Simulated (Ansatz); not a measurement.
Program: Ansatz. Geometries: PBE0-D4/def2-TZVP. ΔE: electronic, gas phase. CBS: MP2 limit from def2 TZ/QZ plus the TZ coupled-cluster correction, frozen cores. DFT in def2-TZVPP. B3LYP here is the variant with VWN-RPA as its local correlation; programs differ in this. For As outer-core shells are correlated without core-valence functions, which leaves a few kJ/mol of doubt a bond. Scalar relativity is left out up to krypton. One conformer a species, not always the lowest.

`CN([SiH3])[AsH2]` + `C[SiH2]C` → `C[SiH2]C[AsH2]` + `CN[SiH3]`  (formal exchange of groups at the As–N bond)

(1) Is it downhill or uphill in electronic energy at CCSD(T)/CBS, and by how much? (Best estimate.)

(2) What do these levels give: PBE-D4, B3LYP-D4, ωB97X-V, ωB97M-V, r2SCAN, B3LYP, HF/def2-TZVPP, MP2/def2-TZVPP, CCSD/def2-TZVPP, CCSD(T)/def2-TZVPP, HF/CBS(def2), MP2/CBS(def2)? (Estimate.)

Largest T1 diagnostic among the species: 0.011.

Answers

(1) The calculation gave: Nearly level: ΔE = -0.1 kJ/mol.

(2) Ansatz gave: PBE-D4 0.4, B3LYP-D4 3.3, ωB97X-V 1.6, ωB97M-V 1.0, r2SCAN 0.4, B3LYP 1.0, HF/def2-TZVPP -0.2, MP2/def2-TZVPP 1.4, CCSD/def2-TZVPP -0.3, CCSD(T)/def2-TZVPP 0.7, HF/CBS(def2) 0.8, MP2/CBS(def2) 0.6 kJ/mol.
